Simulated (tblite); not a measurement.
Species: C4H10FPSi.
Bonds: F1–Si2, Si2–P3, Si2–C4, C4–C5, C5–C6, C6–C7, Si2–C7. Hydrogens: H8, H9 on P3; H10, H11 on C4; H12, H13 on C5; H14, H15 on C6; H16, H17 on C7.

The geometry is computed with GFN2-xTB (gas phase).

(1) What internal coordinates does the optimisation give?

Answers

(1) 
```
          bond  length (bohr)   order
        F1–Si2          3.081  single
        Si2–P3          4.240  single
Si2–C4, Si2–C7          3.605  single
  C4–C5, C6–C7          2.893  single
         C5–C6          2.887  single
  P3–H8, P3–H9          2.617  single
C4–H10, C7–H17          2.058  single
C4–H11, C7–H16          2.058  single
C5–H12, C6–H15          2.063  single
C5–H13, C6–H14          2.063  single
```

Bonds in one row agree within 0.02 bohr and their mean is given. Orders are formal, as drawn. A selection of angles:
```
     angle  degrees
 F1–Si2–P3    105.6
 F1–Si2–C4    110.1
 F1–Si2–C7    107.8
 P3–Si2–C4    115.1
 P3–Si2–C7    123.5
 C4–Si2–C7     94.2
 Si2–P3–H8     94.0
 Si2–P3–H9     94.9
  H8–P3–H9     92.6
 Si2–C4–C5    103.9
Si2–C4–H10    113.8
Si2–C4–H11    111.0
 C5–C4–H10    111.2
 C5–C4–H11    109.9
H10–C4–H11    107.1
  C4–C5–C6    108.4
 C4–C5–H12    111.5
 C4–C5–H13    109.1
 C6–C5–H12    110.9
 C6–C5–H13    108.9
H12–C5–H13    108.0
 C5–C6–H14    111.0
 C5–C6–H15    108.9
 C7–C6–H14    111.1
 C7–C6–H15    109.4
 C6–C7–H16    110.9
 C6–C7–H17    109.9
Si2–C7–H16    115.6
Si2–C7–H17    109.5
```

Dihedral angles: F1–Si2–C4–C5 96° (anticlinal); Si2–C4–C5–C6 38° (synclinal); C4–C5–C6–C7 -51° (synclinal); C5–C6–C7–Si2 37° (synclinal); F1–Si2–C7–C6 -125° (anticlinal). The mirror-image conformer, all signs reversed, is as good.

Si2 (fluorine-bound silicon) has angles from 94.2° to 123.5°. The 5-membered ring Si2–C4–C5–C6–C7 has internal angles of 94.2° to 108.4°; it is puckered, 0.20 Å rms from its mean plane, widest ring torsion 51°. P3 (three-coordinate phosphorus) is pyramidal (angles 94.9°, 94.0° and 92.6°, sum 281.5°, 0.84 Å off the plane of its three neighbours). All 3 C–C bonds measure 1.528 to 1.532 Å.

Point group: C1 (no symmetry element, even within 0.4 Å). Its GFN2-xTB frequencies are all real (lowest 64 cm⁻¹). One conformer, not necessarily the lowest (F1–Si2–P3–H -61° and -154°, F1–Si2–C4–C5 96°, Si2–C4–C5–C6 38°, C4–C5–C6–C7 -51°, C5–C6–C7–Si2 37°). 2 starts were optimised and ended at 0.00 and 0.03 kcal/mol (GFN2-xTB); the lowest of these is shown.
